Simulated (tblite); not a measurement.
Compound: C4H10BO2 (doublet state).
Bonds: C1–C2, C2–C3, C3–C4, C4–B5, B5–O6, B5–O7. Hydrogens: H8, H9 on C1; H10, H11 on C2; H12, H13 on C3; H14, H15 on C4; H16 on O6; H17 on O7.

Computed with GFN2-xTB (tblite), gas phase: L-BFGS steps from a force-field or distance-geometry start until the largest atomic force falls under 0.01 eV/Å.

Step 90: E = -626.5483 eV
```
atom  x, y, z in Å  |  force x, y, z in eV/Å
C1     -2.1332   -0.2261   -0.7804    0.007   0.014  -0.010
C2     -1.3370   -0.8754    0.2724    0.019   0.020   0.025
C3     -0.6012    0.1209    1.1713    0.011   0.014   0.020
C4      0.4689    0.9070    0.4060   -0.049   0.032   0.008
B5      1.7528    0.0912   -0.0930   -0.013   0.000   0.011
O6      1.8261   -1.2494    0.0164    0.001  -0.017   0.003
O7      2.8237    0.7315   -0.6482    0.030   0.044   0.003
H8     -2.4134   -0.7625   -1.6655    0.002  -0.003  -0.002
H9     -2.5352    0.7576   -0.6316   -0.008  -0.005   0.001
H10    -1.9938   -1.4849    0.9161   -0.010  -0.023   0.001
H11    -0.6144   -1.5685   -0.1657    0.008   0.010  -0.020
H12    -0.1303   -0.4198    1.9941   -0.004   0.009  -0.008
H13    -1.3274    0.8219    1.5945    0.019  -0.037  -0.007
H14     0.8045    1.7370    1.0370   -0.007  -0.012  -0.017
H15    -0.0115    1.3623   -0.4659    0.004   0.017   0.007
H16     2.6472   -1.6154   -0.3159   -0.007  -0.006   0.005
H17     2.7670    1.6845   -0.7031   -0.001  -0.055  -0.019
```

Step 91: E = -626.5488 eV
```
atom  x, y, z in Å  |  force x, y, z in eV/Å
C1     -2.1231   -0.2236   -0.7865    0.008   0.011  -0.009
C2     -1.3329   -0.8747    0.2695    0.012   0.013   0.021
C3     -0.6031    0.1196    1.1755    0.005  -0.001   0.014
C4      0.4702    0.9086    0.4190   -0.049   0.026   0.004
B5      1.7477    0.0915   -0.0923   -0.012   0.002   0.013
O6      1.8268   -1.2470    0.0355    0.007  -0.023   0.010
O7      2.8060    0.7270   -0.6757    0.044   0.050   0.001
H8     -2.3998   -0.7582   -1.6738    0.002  -0.001   0.000
H9     -2.5235    0.7604   -0.6374   -0.016   0.003  -0.004
H10    -1.9931   -1.4868    0.9073   -0.012  -0.020   0.003
H11    -0.6079   -1.5673   -0.1659    0.009   0.018  -0.017
H12    -0.1371   -0.4259    1.9976   -0.001   0.020   0.004
H13    -1.3305    0.8212    1.5958    0.012  -0.055   0.003
H14     0.8106    1.7279    1.0610   -0.002  -0.004  -0.025
H15    -0.0097    1.3758   -0.4464    0.006   0.033   0.002
H16     2.6448   -1.6156   -0.3014   -0.004  -0.008  -0.003
H17     2.7475    1.6791   -0.7433   -0.008  -0.064  -0.016
```

Step 92: E = -626.5492 eV
```
atom  x, y, z in Å  |  force x, y, z in eV/Å
C1     -2.1153   -0.2217   -0.7910   -0.001   0.017  -0.009
C2     -1.3292   -0.8741    0.2671    0.004   0.000   0.010
C3     -0.6049    0.1189    1.1787    0.001  -0.015   0.002
C4      0.4710    0.9105    0.4299   -0.030   0.017  -0.007
B5      1.7434    0.0916   -0.0913    0.002   0.003   0.004
O6      1.8270   -1.2454    0.0511    0.016  -0.009   0.014
O7      2.7924    0.7228   -0.6972    0.029   0.027   0.011
H8     -2.3886   -0.7547   -1.6805    0.004   0.001   0.005
H9     -2.5160    0.7623   -0.6414   -0.015  -0.003  -0.008
H10    -1.9903   -1.4903    0.9006   -0.012  -0.010  -0.002
H11    -0.6016   -1.5647   -0.1678    0.009   0.022  -0.010
H12    -0.1435   -0.4300    2.0006    0.005   0.028   0.018
H13    -1.3338    0.8205    1.5953   -0.001  -0.058   0.020
H14     0.8162    1.7199    1.0814    0.001   0.004  -0.028
H15    -0.0070    1.3893   -0.4299    0.004   0.040   0.000
H16     2.6425   -1.6165   -0.2891   -0.005  -0.008  -0.008
H17     2.7308    1.6736   -0.7781   -0.013  -0.058  -0.011
```

Problem. Estimate the geometry and energy of step 93. (The exact step hangs on the optimiser's Hessian estimate; all steps are aligned on step 92, rigid shifts and turns removed.)

Solution. E = -626.5495 eV, largest force 0.083 eV/Å
```
atom  x, y, z in Å  |  force x, y, z in eV/Å
C1     -2.1161   -0.2221   -0.7898   -0.005   0.004  -0.004
C2     -1.3234   -0.8732    0.2640   -0.007  -0.018  -0.009
C3     -0.6047    0.1214    1.1773   -0.006  -0.028  -0.009
C4      0.4706    0.9153    0.4318   -0.002  -0.023  -0.015
B5      1.7410    0.0927   -0.0900   -0.031  -0.004   0.019
O6      1.8198   -1.2437    0.0538    0.004  -0.051   0.038
O7      2.7917    0.7165   -0.6959    0.075   0.026  -0.023
H8     -2.3889   -0.7541   -1.6800    0.003   0.004   0.004
H9     -2.5251    0.7571   -0.6333   -0.020   0.010  -0.012
H10    -1.9773   -1.4993    0.8959   -0.011   0.004  -0.009
H11    -0.5920   -1.5559   -0.1773    0.011   0.023  -0.001
H12    -0.1451   -0.4278    1.9993    0.017   0.030   0.038
H13    -1.3354    0.8218    1.5902   -0.024  -0.050   0.041
H14     0.8170    1.7202    1.0862    0.013   0.030  -0.011
H15    -0.0058    1.3975   -0.4257   -0.010   0.051  -0.022
H16     2.6348   -1.6200   -0.2814    0.000  -0.003  -0.016
H17     2.7319    1.6655   -0.7867   -0.009  -0.007  -0.009
```

The energy changes by -0.0003 eV. The first-order estimate −F·Δx gives -0.0008 eV and the mean of the old and new forces, exact on a quadratic surface, -0.0003 eV. The step makes an angle of 81° with the force vector and moves no atom by more than 0.016 Å.

What follows is the cost of the whole relaxation. On an Arm Neoverse V2 with one thread, no GPU, shared host with 64 logical CPUs at a one-minute load of 43, this took 0.58 s of wall time.
